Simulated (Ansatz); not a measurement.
System: C3H2, charge 0, multiplicity 1. SMILES: [C][C][CH2]
Geometry from a B3LYP-D3(BJ)/def2-TZVP (Ansatz, a quantum-chemistry and plane-wave program) optimisation:
```xyz
5

C     -0.0184    -0.0120    -1.1190
C      0.0033     0.0022     0.2011
H      0.8505     0.2726    -1.7068
H     -0.9061    -0.3089    -1.6717
C      0.0244     0.0159     1.4810
```
Charge 0, spin multiplicity 1.

Quantity: vertical triplet-singlet gap (E(triplet) - E(singlet); each state is the SCF solution reached for its spin; the UHF <S^2> is 2.51 for the triplet (pure: 2.00); for the triplet T1 is 0.053; for the singlet the Hartree-Fock reference is unstable and T1 is 0.018), in kcal/mol. Cores are frozen in the correlated levels unless marked. Open shells are spin-unrestricted. Spin-orbit coupling is left out. No relativistic terms. Basis-set limits of correlation are two-point, X^-3; Hartree-Fock from the larger set. [CCSD(T)-MP2]/basis is that difference in the basis named.

```
level              program  vertical triplet-singlet gap (kcal/mol)
-----------------  -------  ---------------------------------------
HF/aug-cc-pVTZ      Ansatz                                      2.7
r2SCAN/def2-TZVPD   Ansatz                                     21.6
```

**Question.** Estimate the value at RI-MP2/CBS(aug-cc-pVTZ,aug-cc-pVQZ)+[CCSD(T)-MP2]/aug-cc-pVTZ as computed with Ansatz.

**Answer.** 35.0 kcal/mol, so r2SCAN/def2-TZVPD differs from it by -13.4 kcal/mol.
